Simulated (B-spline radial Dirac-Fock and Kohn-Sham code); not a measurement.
X-ray form factors of bismuth in several charge states

These are calculated numbers from an atomic code on a B-spline grid; the model is relativistic Hartree-Fock (Dirac-Fock) wave functions, averaged over the configuration.

Configurations: Bi⁷⁸⁺ [He] 2s2 2p1; Bi⁷⁹⁺ [He] 2s2; Bi⁸¹⁺ 1s2; Bi⁸²⁺ 1s1. The first column is f₀ of Bi⁷⁸⁺, the others are differences from it.

```
s (Å⁻¹)  Bi⁷⁸⁺  Δ Bi⁷⁹⁺  Δ Bi⁸¹⁺  Δ Bi⁸²⁺
      0  5.000   -1.000   -3.000   -4.000
    0.1  4.999   -1.000   -2.999   -3.999
    0.2  4.996   -0.999   -2.996   -3.996
    0.3  4.991   -0.997   -2.991   -3.991
    0.4  4.983   -0.995   -2.984   -3.984
    0.5  4.974   -0.993   -2.975   -3.974
    0.7  4.949   -0.985   -2.951   -3.950
    0.9  4.916   -0.976   -2.920   -3.918
    1.1  4.875   -0.964   -2.881   -3.878
    1.4  4.800   -0.943   -2.810   -3.805
```
